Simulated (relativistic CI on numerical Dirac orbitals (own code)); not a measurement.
## d1 to d9 in one octahedral field

Computed with a parametric ligand-field model without spin-orbit coupling, by exact diagonalisation: B = 720, C = 3100, 10Dq = 22200 cm⁻¹ (Oh; |10Dq|/B = 30.8) for every shell. Energies in cm⁻¹; the field energy is (0.6 n_e − 0.4 n_t2) × 10Dq of the ground term; g labels are left out.

```
Shell  Ground term  Electrons in e  Field energy  First spin-allowed bands  Lowest term of other spin
   d1          2T2           0.000         -8880                  2E 22200                           
   d2          3T1           0.021        -17288      3T2 20677, 3T1 29953                  1T2 10871
   d3          4A2           0.000        -26640      4T2 22200, 4T1 29731                   2E 14723
   d4          3T1           0.033        -34789       3E 19495, 3T1 20292                    5E 3453
   d5          2T2           0.058        -43105      2A2 18626, 2T1 18875                   6A1 4716
   d6          1A1           0.044        -52311      1T1 20211, 1T2 29555                  3T1 13544
   d7           2E           1.032        -39248      2T1 20038, 2T2 20719                   4T1 7328
   d8          3A2           2.000        -26640      3T2 22200, 3T1 29731                   1E 11823
   d9           2E           3.000        -13320                 2T2 22200
```

Low spin: d4, d5, d6, d7; the other shells keep the spin of the free ion. Only d4 to d7 can choose; the field needed to pair spins is smallest for d6 and largest for d5, which loses most exchange energy. In the strong-field picture 10Dq must exceed about 6B + 5C = 19820 (d4), 7.5B + 5C = 20900 (d5), 2.5B + 4C = 14200 (d6) and 4B + 4C = 15280 (d7); mixing of terms shifts these bounds somewhat.
